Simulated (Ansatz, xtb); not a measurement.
**C3H6BF2N: which of two isomers lies lower**

Structure a is `[H]/N=C/CCB(F)F`, a singlet and structure b is `C=NCCB(F)F`, a singlet. Both are isolated molecules in the gas phase, relaxed with PBE0-D3(BJ)/def2-SVP; the shapes shown needn't be the lowest conformers.

a (Å):

```csv
atom,x (Å),y (Å),z (Å)
C,-0.2678,-0.5187,1.0373
C,-0.3903,0.4249,-0.1174
C,0.8259,0.3792,-1.0415
B,0.8037,1.3899,-2.2322
F,-0.1152,2.3333,-2.3431
F,1.7231,1.3545,-3.1810
N,-1.1060,-1.4472,1.2390
H,-0.8495,-1.9857,2.0719
H,0.6159,-0.3489,1.6891
H,-1.3130,0.1734,-0.6615
H,-0.5142,1.4494,0.2764
H,1.7593,0.5768,-0.4792
H,0.9678,-0.6348,-1.4560
```

b (Å):

```yaml
atoms:
  - { symbol: C, position_ang: [-1.4234, -0.7191, -0.3229] }
  - { symbol: C, position_ang: [0.8350, -0.9507, 0.1844] }
  - { symbol: C, position_ang: [1.6238, 0.0722, 0.9957] }
  - { symbol: B, position_ang: [1.2037, 1.5552, 0.7361] }
  - { symbol: F, position_ang: [0.5921, 1.9231, -0.3786] }
  - { symbol: F, position_ang: [1.4764, 2.5207, 1.5960] }
  - { symbol: N, position_ang: [-0.5542, -0.9166, 0.5705] }
  - { symbol: H, position_ang: [-1.1755, -0.5757, -1.3943] }
  - { symbol: H, position_ang: [-2.4872, -0.6819, -0.0466] }
  - { symbol: H, position_ang: [0.9763, -0.7748, -0.9026] }
  - { symbol: H, position_ang: [1.2154, -1.9627, 0.4041] }
  - { symbol: H, position_ang: [1.5403, -0.1448, 2.0728] }
  - { symbol: H, position_ang: [2.7012, -0.0045, 0.7574] }
```

Quicker runs give these differences E(b) − E(a): GFN2-xTB −6.0 kJ/mol; HF/STO-3G +6.9 kJ/mol (at GFN2-xTB geometries); r2SCAN-D4/def2-SVP +24.0 kJ/mol (at GFN2-xTB geometries).

Question: Which of the two would you expect CCSD(T)/def2-SVP + ΔMP2/def2-TZVPP electronic energies to favour?

Answer: Structure a; the calculation gives E(b) − E(a) = +27.1 kJ/mol.

The same difference at several levels:

```csv
level,geometry,E(b) − E(a) (kJ/mol),departure from the last row (kJ/mol),"job, with rough time for the two"
GFN2-xTB,GFN2-xTB,−6.0,−33.1,"optimisation, 0.58 s"
HF/STO-3G,GFN2-xTB,+6.9,−20.2,"single point, 0.68 s"
r2SCAN-D4/def2-SVP,GFN2-xTB,+24.0,−3.1,"single point, 4.3 s"
PBE0-D3(BJ)/def2-SVP,PBE0-D3(BJ)/def2-SVP,+26.0,−1.0,"optimisation, 2.5 min"
HF/def2-SVP,PBE0-D3(BJ)/def2-SVP,+26.1,−1.0,part of the CCSD(T) run
MP2/def2-SVP,PBE0-D3(BJ)/def2-SVP,+26.4,−0.7,part of the CCSD(T) run
CCSD(T)/def2-SVP,PBE0-D3(BJ)/def2-SVP,+24.6,−2.5,single point
CCSD(T)/def2-SVP + ΔMP2/def2-TZVPP,PBE0-D3(BJ)/def2-SVP,+27.1,,"single point, 1.7 min"
```

As drawn, b has 1 C–N, 1 C–H in place of 1 N–H, 1 C–C.

GFN2-xTB puts the two in the other order. The largest departure from CCSD(T)/def2-SVP + ΔMP2/def2-TZVPP is that of GFN2-xTB, 33.1 kJ/mol. The last row adds to CCSD(T) the change of the MP2 difference between the two basis sets, here +2.5 kJ/mol.

With thermal terms from frequencies at re-optimised GFN2-xTB minima (ideal gas, soft modes damped towards free rotors, one conformer each, 298.15 K, 1 atm): the zero-point term adds −1.5 kJ/mol; ΔH is +25.2 and ΔG +27.0 kJ/mol.

The correlated steps freeze 7 core orbitals. Programs: Ansatz 0.2.0, xtb 6.7.1; the last row on 2 threads of Intel(R) Xeon(R) Processor @ 2.70GHz on a shared host.
